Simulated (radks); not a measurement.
Problem. The cadmium ion Cd3+ is in [Kr] 4d9. Calculated with a radial shooting solver on a logarithmic mesh with Libxc functionals: non-relativistic Kohn-Sham, PBE, spin-polarised, spherical densities, point nucleus. Open shells are filled with parallel spins first. One electron is removed from 4p, 3d, 4s, 4d in turn, with full relaxation. Which removal costs least, and what does each cost?

Solution. 4d 54.029 eV; 4p 108.69 eV; 4s 142.02 eV; 3d 455.94 eV. The 4d electron leaves first.
